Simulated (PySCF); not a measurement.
## Radial density of Cr (chromium, neutral)

UHF, [Ar] 3d5 4s1, high-spin 7S determinant. Computed with PySCF 2.14 in pcseg-2 (6s4p3d2f1g, 56 functions), with no relativity, point nucleus.

```
r (bohr)  4πr²ρ (e/bohr)  4πr²(ρα − ρβ)
 0.00125          0.1714         0.0000
 0.00210          0.4658         0.0001
 0.00353           1.230         0.0003
 0.00593           3.101         0.0006
 0.00998           7.225         0.0015
  0.0168           14.77         0.0029
  0.0282           24.30         0.0043
  0.0475           28.49         0.0032
  0.0798           23.18         0.0022
   0.134           24.88         0.0433
   0.226           30.80         0.3140
   0.380           14.66         1.3629
   0.639           12.20         3.1341
    1.08           10.19         3.1118
    1.81           2.563         1.6421
    3.04          0.6350         0.6208
    5.12          0.1402         0.1402
    8.61        0.004188         0.0042
```
